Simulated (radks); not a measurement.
Q: The mean radii <r> (bohr) of the occupied orbitals of an atom or ion are listed with their occupations. Calculated with a radial shooting solver on a logarithmic mesh with Libxc functionals: scalar-relativistic Kohn-Sham, PBE, spin-unpolarised, spherical densities, point nucleus.

orbital  occ.      <r>
1s          2  0.02190
2s          2  0.09328
2p          6  0.08237
3s          2   0.2444
3p          6   0.2430
3d         10   0.2212
4s          2   0.5528
4p          6   0.5851
4d         10   0.6359
5s          2    1.332
5p          6    1.558
4f          7   0.8644
6s          1    3.661
5d          1    2.559

Name the element and its charge.

A: Z = 64, gadolinium, charge +1: Gd+ in [Xe] 4f7 5d1 6s1. The 1s radius gives Z: for a bare nucleus <r> = (2 gamma + 1)/(2Z) with gamma = sqrt(1 - (Z/c)^2), 0.02163 bohr for Z = 64, and screening makes it slightly larger (0.02190 here). The occupations add up to 63, and the charge is Z minus that.
